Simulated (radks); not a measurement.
The numbers below are computed, except where a source is named.
Effect of the nuclear size on the caesium ion Cs+, [Xe]. Level of theory: Dirac Kohn-Sham, PBE, spin-unpolarised, spherical densities, finite nucleus; Fermi nuclear charge, rms radius 4.8041 fm (a radial shooting solver on a logarithmic mesh with Libxc functionals). The rms radius is varied about that value; shifts are against it.

rms radius (fm)  total energy shift (eV)  density at nucleus (e/bohr^3)  1s1/2 shift (meV)  2s1/2 shift (meV)  4s1/2 shift (meV)  4p1/2 shift (meV)  5s1/2 shift (meV)  5p1/2 shift (meV)  5p3/2 shift (meV)
4.2228                             -1.70                      3.034e+05               -708              -84.4              -3.62              0.253             -0.532              0.052              0.060
4.5687                            -0.709                       2.99e+05               -296              -35.3              -1.51              0.106             -0.222              0.022              0.025
4.8041                                 0                      2.962e+05              0.000              0.000              0.000              0.000              0.000              0.000              0.000
5.1068                             0.954                      2.929e+05                398               47.4               2.03             -0.142              0.299             -0.029             -0.034
5.7169                              3.02                      2.868e+05               1260                150               6.43             -0.449              0.946             -0.092             -0.106

Slopes of the eigenvalues against <r^2> in GHz/fm^2, as finite differences over the two radii next to the reference (eigenvalue slopes, not the field-shift constants of lines): 1s1/2 32200, 2s1/2 3840, 4s1/2 164, 4p1/2 -11.5, 5s1/2 24.2, 5p1/2 -2.35, 5p3/2 -2.73.
